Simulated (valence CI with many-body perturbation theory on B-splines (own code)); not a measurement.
Values are calculated unless marked as measured or tabulated.
Level structure of Mn¹²⁺

Level of theory: relativistic CI+MBPT: three valence electrons over a frozen Dirac-Fock core [Ne], a basis of 11 s, 11 p, 10 d, 8 f, 5 g, 2 h functions for each j, with the one-electron correlation potential Σ1 (screened to all orders), the two-electron term Σ2, the three-electron term Σ3, Breit, model QED; selected single and double excitations, second order for the rest, scaled by the run's own slope (own B-spline code, finite nucleus).

No measured levels were compared; by estimate levels of excited configurations hold to 0.05 to 0.15 % of their energy, terms of the ground configuration to about 0.5 %.

Levels 1 to 45 of 156, with energies above the lowest level, 3s2 3p 2P°_1/2. "Leading %" is the weight of the configuration and term that name the level; weights of strongly mixed levels are sums over their largest components and can fall short, so below about 35 % the name and the second component can differ from the true leading terms, or belong to a minority configuration.

| No. | Configuration | Term | J | E (cm⁻¹) | Leading % | Second component | g |
| --- | --- | --- | --- | --- | --- | --- | --- |
| 1 | 3s2 3p | 2P° | 1/2 | 0 | 97 |  | 0.665 |
| 2 | 3s2 3p | 2P° | 3/2 | 15313 | 97 |  | 1.333 |
| 3 | 3s 3p2 | 4P | 1/2 | 208330 | 99 |  | 2.663 |
| 4 | 3s 3p2 | 4P | 3/2 | 214450 | 99 |  | 1.732 |
| 5 | 3s 3p2 | 4P | 5/2 | 222370 | 98 |  | 1.594 |
| 6 | 3s 3p2 | 2D | 3/2 | 276550 | 86 | 11 % 3s2 3d 2D | 0.803 |
| 7 | 3s 3p2 | 2D | 5/2 | 278160 | 86 | 11 % 3s2 3d 2D | 1.206 |
| 8 | 3s 3p2 | 2S | 1/2 | 339320 | 80 | 16 % 3s 3p2 2P | 1.778 |
| 9 | 3s 3p2 | 2P | 1/2 | 360730 | 80 | 17 % 3s 3p2 2S | 0.895 |
| 10 | 3s 3p2 | 2P | 3/2 | 367790 | 96 |  | 1.330 |
| 11 | 3s2 3d | 2D | 3/2 | 440790 | 86 | 11 % 3s 3p2 2D | 0.799 |
| 12 | 3s2 3d | 2D | 5/2 | 442290 | 86 | 11 % 3s 3p2 2D | 1.200 |
| 13 | 3p3 | 2D° | 3/2 | 534490 | 65 | 28 % 3s 3p 3d 2D° | 0.839 |
| 14 | 3p3 | 2D° | 5/2 | 537250 | 69 | 30 % 3s 3p 3d 2D° | 1.199 |
| 15 | 3p3 | 4S° | 3/2 | 546340 | 94 |  | 1.954 |
| 16 | 3p3 | 2P° | 1/2 | 595930 | 80 | 18 % 3s 3p 3d 2P° | 0.665 |
| 17 | 3s 3p 3d | 4F° | 3/2 | 596510 | 94 |  | 0.453 |
| 18 | 3p3 | 2P° | 3/2 | 598390 | 70 | 17 % 3s 3p 3d 2P° | 1.289 |
| 19 | 3s 3p 3d | 4F° | 5/2 | 599860 | 99 |  | 1.030 |
| 20 | 3s 3p 3d | 4F° | 7/2 | 604640 | 99 |  | 1.239 |
| 21 | 3s 3p 3d | 4F° | 9/2 | 611280 | 100 |  | 1.333 |
| 22 | 3s 3p 3d | 4P° | 5/2 | 642160 | 68 | 27 % 3s 3p 3d 4D° | 1.519 |
| 23 | 3s 3p 3d | 4D° | 3/2 | 644250 | 57 | 41 % 3s 3p 3d 4P° | 1.415 |
| 24 | 3s 3p 3d | 4D° | 1/2 | 645660 | 85 | 14 % 3s 3p 3d 4P° | 0.368 |
| 25 | 3s 3p 3d | 4D° | 7/2 | 653010 | 99 |  | 1.427 |
| 26 | 3s 3p 3d | 4P° | 1/2 | 653040 | 86 | 14 % 3s 3p 3d 4D° | 2.300 |
| 27 | 3s 3p 3d | 4P° | 3/2 | 653490 | 57 | 42 % 3s 3p 3d 4D° | 1.505 |
| 28 | 3s 3p 3d | 4D° | 5/2 | 653580 | 72 | 26 % 3s 3p 3d 4P° | 1.428 |
| 29 | 3s 3p 3d | 2D° | 3/2 | 666450 | 79 | 17 % 3p3 2D° | 0.811 |
| 30 | 3s 3p 3d | 2D° | 5/2 | 666890 | 76 | 16 % 3p3 2D° | 1.218 |
| 31 | 3s 3p 3d | 2F° | 5/2 | 693900 | 97 |  | 0.861 |
| 32 | 3s 3p 3d | 2F° | 7/2 | 706020 | 99 |  | 1.142 |
| 33 | 3s 3p 3d | 2P° | 3/2 | 752600 | 78 | 14 % 3p3 2P° | 1.306 |
| 34 | 3s 3p 3d | 2P° | 1/2 | 758890 | 86 | 12 % 3p3 2P° | 0.665 |
| 35 | 3s 3p 3d | 2F° | 7/2 | 761190 | 97 |  | 1.143 |
| 36 | 3s 3p 3d | 2F° | 5/2 | 763750 | 97 |  | 0.859 |
| 37 | 3s 3p 3d | 2P° | 1/2 | 781980 | 91 | 4 % 3p3 2P° | 0.664 |
| 38 | 3s 3p 3d | 2P° | 3/2 | 783180 | 59 | 32 % 3s 3p 3d 2D° | 1.131 |
| 39 | 3s 3p 3d | 2D° | 3/2 | 785740 | 48 | 37 % 3s 3p 3d 2P° | 1.027 |
| 40 | 3s 3p 3d | 2D° | 5/2 | 786770 | 84 | 12 % 3p3 2D° | 1.197 |
| 41 | 3p2 3d | 2F | 5/2 | 892670 | 87 | 11 % 3s 3d2 2F | 0.862 |
| 42 | 3p2 3d | 2F | 7/2 | 898330 | 82 | 12 % 3s 3d2 2F | 1.152 |
| 43 | 3p2 3d | 4F | 3/2 | 899000 | 96 |  | 0.423 |
| 44 | 3p2 3d | 4F | 5/2 | 902700 | 94 |  | 1.041 |
| 45 | 3p2 3d | 4F | 7/2 | 907710 | 93 | 5 % 3p2 3d 4D | 1.243 |

Names give the largest LS component (configuration and term), which can be under half, so a name can repeat, a term be missing and a line seem to break the LS rules; names also repeat where a configuration has a term twice.

Where two levels of one J and parity lie close, their mixing, g and order are uncertain.

The ionisation energy to 3s2 1S_0 of the next ion comes out as 343.64 eV (NIST: 343.6 ± 0.7 eV (semi-empirical)). All 156 levels together are meant to be complete up to 1657300 cm⁻¹.
